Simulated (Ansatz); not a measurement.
Ansatz (a first-principles code) input (B3LYP-D3(BJ)/def2-TZVP):

Ansatz 0.2 input:
```yaml
crystal:
  periodic: [false, false, false]
  atoms:
    - {symbol: W, position_ang: [0.01026822, 0.00530798, -0.04360901]}
    - {symbol: H, position_ang: [-0.11524659, -0.15368638, 1.78918639]}
    - {symbol: H, position_ang: [-0.97189413, 0.82023766, 1.06403684]}
    - {symbol: H, position_ang: [0.15687400, -1.67771807, -0.05664018]}
    - {symbol: H, position_ang: [-1.44872460, 0.62688432, -0.59889190]}
    - {symbol: H, position_ang: [0.24333997, -0.89508482, 1.55055887]}
    - {symbol: H, position_ang: [1.37580339, 0.88657660, -0.52118328]}
basis:
  gaussian:
    orbitals: def2-TZVP
hamiltonian:
  xc: b3lyp
  dispersion: d3bj
total_charge: 1
magnetization: {spin_polarized: true, initial_magnetization: 1}
phonons: {temperatures: {t_min: 298.15, t_max: 298.15, t_step: 100}}
```

Output:

```
Functional definition: B3LYP
integrals: 0.02 GiB planned
657 factors; their error is unknown
mean field: 0.23 GiB planned
mean field evaluation 1: about -1910.0093 eV, gradient 2.3e1 eV
mean field evaluation 2: about -1906.3965 eV, gradient 3.5e1 eV
mean field evaluation 4: about -1912.8402 eV, gradient 1.8e0 eV
mean field evaluation 8: about -1912.8569 eV, gradient 5.9e-2 eV
mean field evaluation 16: about -1912.8588 eV, gradient 8.4e-5 eV
mean field -1912.85878185 eV, -70.2962636509 hartree, gradient 8.4e-5 eV, S^2 0.754713; 0 other end points of the search recorded, 0 dependent functions left out
the calculation of the forces begins
reference -1912.85901571 eV, -70.2962722450 hartree; 10, 9 occupied and 66, 67 virtual orbitals, 657 factors
these checks for a lower state are left out or cut short: stability, starts, cluster_reference, orbital_swaps, neighbouring_geometries, increment
integrals: 0.02 GiB planned
657 factors; their error is unknown
mean field: 0.23 GiB planned
mean field -1912.85867339 eV, -70.2962596651 hartree, gradient 2.5e-6 eV, S^2 0.754711; 0 other end points of the search recorded, 0 dependent functions left out
the calculation of the forces begins
reference -1912.85890725 eV, -70.2962682590 hartree; 10, 9 occupied and 66, 67 virtual orbitals, 657 factors
these checks for a lower state are left out or cut short: stability, starts, cluster_reference, orbital_swaps, neighbouring_geometries, increment
integrals: 0.02 GiB planned
657 factors; their error is unknown
mean field: 0.23 GiB planned
mean field -1912.85866891 eV, -70.2962595002 hartree, gradient 2.9e-6 eV, S^2 0.754715; 0 other end points of the search recorded, 0 dependent functions left out
the calculation of the forces begins
reference -1912.85890277 eV, -70.2962680946 hartree; 10, 9 occupied and 66, 67 virtual orbitals, 657 factors
these checks for a lower state are left out or cut short: stability, starts, cluster_reference, orbital_swaps, neighbouring_geometries, increment
integrals: 0.02 GiB planned
657 factors; their error is unknown
mean field: 0.23 GiB planned
mean field evaluation 32: about -1912.8566 eV, gradient 1.2e0 eV
mean field -1912.85867608 eV, -70.2962597636 hartree, gradient 2.5e-6 eV, S^2 0.754707; 0 other end points of the search recorded, 0 dependent functions left out
the calculation of the forces begins
reference -1912.85890995 eV, -70.2962683583 hartree; 10, 9 occupied and 66, 67 virtual orbitals, 657 factors
these checks for a lower state are left out or cut short: stability, starts, cluster_reference, orbital_swaps, neighbouring_geometries, increment
integrals: 0.02 GiB planned
657 factors; their error is unknown
mean field: 0.23 GiB planned
mean field -1912.85867909 eV, -70.2962598743 hartree, gradient 2.8e-6 eV, S^2 0.754720; 0 other end points of the search recorded, 0 dependent functions left out
the calculation of the forces begins
reference -1912.85891294 eV, -70.2962684680 hartree; 10, 9 occupied and 66, 67 virtual orbitals, 657 factors
these checks for a lower state are left out or cut short: stability, starts, cluster_reference, orbital_swaps, neighbouring_geometries, increment
integrals: 0.02 GiB planned
657 factors; their error is unknown
mean field: 0.23 GiB planned
mean field -1912.85868717 eV, -70.2962601714 hartree, gradient 2.5e-6 eV, S^2 0.754706; 0 other end points of the search recorded, 0 dependent functions left out
the calculation of the forces begins
reference -1912.85892105 eV, -70.2962687661 hartree; 10, 9 occupied and 66, 67 virtual orbitals, 657 factors
these checks for a lower state are left out or cut short: stability, starts, cluster_reference, orbital_swaps, neighbouring_geometries, increment
integrals: 0.02 GiB planned
[...]
the calculation of the forces begins
reference -1912.85899541 eV, -70.2962714989 hartree; 10, 9 occupied and 66, 67 virtual orbitals, 657 factors
these checks for a lower state are left out or cut short: stability, starts, cluster_reference, orbital_swaps, neighbouring_geometries, increment
integrals: 0.02 GiB planned
657 factors; their error is unknown
mean field: 0.23 GiB planned
mean field -1912.85876298 eV, -70.2962629573 hartree, gradient 2.6e-6 eV, S^2 0.754708; 0 other end points of the search recorded, 0 dependent functions left out
the calculation of the forces begins
reference -1912.85899682 eV, -70.2962715506 hartree; 10, 9 occupied and 66, 67 virtual orbitals, 657 factors
these checks for a lower state are left out or cut short: stability, starts, cluster_reference, orbital_swaps, neighbouring_geometries, increment
integrals: 0.02 GiB planned
657 factors; their error is unknown
mean field: 0.23 GiB planned
mean field -1912.85878176 eV, -70.2962636476 hartree, gradient 2.9e-6 eV, S^2 0.754718; 0 other end points of the search recorded, 0 dependent functions left out
the calculation of the forces begins
reference -1912.85901565 eV, -70.2962722426 hartree; 10, 9 occupied and 66, 67 virtual orbitals, 657 factors
these checks for a lower state are left out or cut short: stability, starts, cluster_reference, orbital_swaps, neighbouring_geometries, increment
integrals: 0.02 GiB planned
657 factors; their error is unknown
mean field: 0.23 GiB planned
mean field evaluation 224: about -1912.8588 eV, gradient 1.8e-6 eV
mean field -1912.85876586 eV, -70.2962630630 hartree, gradient 1.8e-6 eV, S^2 0.754714; 0 other end points of the search recorded, 0 dependent functions left out
the calculation of the forces begins
reference -1912.85899973 eV, -70.2962716575 hartree; 10, 9 occupied and 66, 67 virtual orbitals, 657 factors
these checks for a lower state are left out or cut short: stability, starts, cluster_reference, orbital_swaps, neighbouring_geometries, increment
integrals: 0.02 GiB planned
657 factors; their error is unknown
mean field: 0.23 GiB planned
mean field -1912.85876666 eV, -70.2962630925 hartree, gradient 2.0e-6 eV, S^2 0.754712; 0 other end points of the search recorded, 0 dependent functions left out
the calculation of the forces begins
reference -1912.85900051 eV, -70.2962716863 hartree; 10, 9 occupied and 66, 67 virtual orbitals, 657 factors
these checks for a lower state are left out or cut short: stability, starts, cluster_reference, orbital_swaps, neighbouring_geometries, increment
integrals: 0.02 GiB planned
657 factors; their error is unknown
mean field: 0.23 GiB planned
mean field -1912.85873572 eV, -70.2962619554 hartree, gradient 2.4e-6 eV, S^2 0.754717; 0 other end points of the search recorded, 0 dependent functions left out
the calculation of the forces begins
reference -1912.85896957 eV, -70.2962705492 hartree; 10, 9 occupied and 66, 67 virtual orbitals, 657 factors
these checks for a lower state are left out or cut short: stability, starts, cluster_reference, orbital_swaps, neighbouring_geometries, increment
integrals: 0.02 GiB planned
657 factors; their error is unknown
mean field: 0.23 GiB planned
mean field -1912.85873766 eV, -70.2962620268 hartree, gradient 2.7e-6 eV, S^2 0.754709; 0 other end points of the search recorded, 0 dependent functions left out
the calculation of the forces begins
reference -1912.85897153 eV, -70.2962706215 hartree; 10, 9 occupied and 66, 67 virtual orbitals, 657 factors
these checks for a lower state are left out or cut short: stability, starts, cluster_reference, orbital_swaps, neighbouring_geometries, increment
integrals: 0.02 GiB planned
657 factors; their error is unknown
mean field: 0.23 GiB planned
mean field -1912.85877673 eV, -70.2962634625 hartree, gradient 2.9e-6 eV, S^2 0.754718; 0 other end points of the search recorded, 0 dependent functions left out
the calculation of the forces begins
reference -1912.85901059 eV, -70.2962720568 hartree; 10, 9 occupied and 66, 67 virtual orbitals, 657 factors
these checks for a lower state are left out or cut short: stability, starts, cluster_reference, orbital_swaps, neighbouring_geometries, increment
integrals: 0.02 GiB planned
657 factors; their error is unknown
mean field: 0.23 GiB planned
mean field evaluation 256: about -1912.8587 eV, gradient 2.6e-6 eV
mean field -1912.85874743 eV, -70.2962623859 hartree, gradient 2.6e-6 eV, S^2 0.754708; 0 other end points of the search recorded, 0 dependent functions left out
the calculation of the forces begins
reference -1912.85898129 eV, -70.2962709800 hartree; 10, 9 occupied and 66, 67 virtual orbitals, 657 factors
these checks for a lower state are left out or cut short: stability, starts, cluster_reference, orbital_swaps, neighbouring_geometries, increment
integrals: 0.02 GiB planned
657 factors; their error is unknown
mean field: 0.23 GiB planned
mean field -1912.85876273 eV, -70.2962629479 hartree, gradient 2.5e-6 eV, S^2 0.754725; 0 other end points of the search recorded, 0 dependent functions left out
the calculation of the forces begins
reference -1912.85899661 eV, -70.2962715432 hartree; 10, 9 occupied and 66, 67 virtual orbitals, 657 factors
these checks for a lower state are left out or cut short: stability, starts, cluster_reference, orbital_swaps, neighbouring_geometries, increment
integrals: 0.02 GiB planned
657 factors; their error is unknown
mean field: 0.23 GiB planned
mean field -1912.85873313 eV, -70.2962618604 hartree, gradient 2.9e-6 eV, S^2 0.754701; 0 other end points of the search recorded, 0 dependent functions left out
the calculation of the forces begins
reference -1912.85896696 eV, -70.2962704535 hartree; 10, 9 occupied and 66, 67 virtual orbitals, 657 factors
these checks for a lower state are left out or cut short: stability, starts, cluster_reference, orbital_swaps, neighbouring_geometries, increment
integrals: 0.02 GiB planned
657 factors; their error is unknown
mean field: 0.23 GiB planned
mean field -1912.85877330 eV, -70.2962633365 hartree, gradient 2.6e-6 eV, S^2 0.754721; 0 other end points of the search recorded, 0 dependent functions left out
the calculation of the forces begins
reference -1912.85900718 eV, -70.2962719313 hartree; 10, 9 occupied and 66, 67 virtual orbitals, 657 factors
these checks for a lower state are left out or cut short: stability, starts, cluster_reference, orbital_swaps, neighbouring_geometries, increment
integrals: 0.02 GiB planned
657 factors; their error is unknown
mean field: 0.23 GiB planned
mean field -1912.85875468 eV, -70.2962626522 hartree, gradient 2.8e-6 eV, S^2 0.754705; 0 other end points of the search recorded, 0 dependent functions left out
the calculation of the forces begins
reference -1912.85898852 eV, -70.2962712458 hartree; 10, 9 occupied and 66, 67 virtual orbitals, 657 factors
these checks for a lower state are left out or cut short: stability, starts, cluster_reference, orbital_swaps, neighbouring_geometries, increment
integrals: 0.02 GiB planned
657 factors; their error is unknown
mean field: 0.23 GiB planned
mean field evaluation 288: about -1912.8588 eV, gradient 1.1e-4 eV
mean field -1912.85876305 eV, -70.2962629600 hartree, gradient 1.2e-6 eV, S^2 0.754711; 0 other end points of the search recorded, 0 dependent functions left out
the calculation of the forces begins
reference -1912.85899690 eV, -70.2962715537 hartree; 10, 9 occupied and 66, 67 virtual orbitals, 657 factors
these checks for a lower state are left out or cut short: stability, starts, cluster_reference, orbital_swaps, neighbouring_geometries, increment
integrals: 0.02 GiB planned
657 factors; their error is unknown
mean field: 0.23 GiB planned
mean field -1912.85878886 eV, -70.2962639085 hartree, gradient 1.3e-6 eV, S^2 0.754715; 0 other end points of the search recorded, 0 dependent functions left out
the calculation of the forces begins
reference -1912.85902274 eV, -70.2962725032 hartree; 10, 9 occupied and 66, 67 virtual orbitals, 657 factors
Total energy: -1913.04322868 eV, -70.3030419467 hartree
Atom 0 at     0.010268     0.005308    -0.043609 Å, force     0.001215    -0.001107    -0.001066 eV/Å
Atom 1 at    -0.115247    -0.153686     1.789186 Å, force    -0.000156    -0.001582     0.000606 eV/Å
Atom 2 at    -0.971894     0.820238     1.064037 Å, force    -0.000282    -0.000308    -0.000326 eV/Å
Atom 3 at     0.156874    -1.677718    -0.056640 Å, force     0.000027     0.001320     0.000070 eV/Å
Atom 4 at    -1.448725     0.626884    -0.598892 Å, force    -0.000555     0.000992    -0.000053 eV/Å
Atom 5 at     0.243340    -0.895085     1.550559 Å, force    -0.000073     0.000769     0.001518 eV/Å
Atom 6 at     1.375803     0.886577    -0.521183 Å, force    -0.000176    -0.000084    -0.000750 eV/Å
Dipole moment:     0.038596    -0.104964     0.210565 e Å
Vibrations: 284.71 483.99 557.61 809.96 853.20 869.07 957.93 1038.16 1184.71 1750.48 2023.97 2045.99 2057.39 2075.20 2865.42 cm⁻¹, zero-point energy 1.231025 eV
```

The spin state was set by rule; other spins were not relaxed.
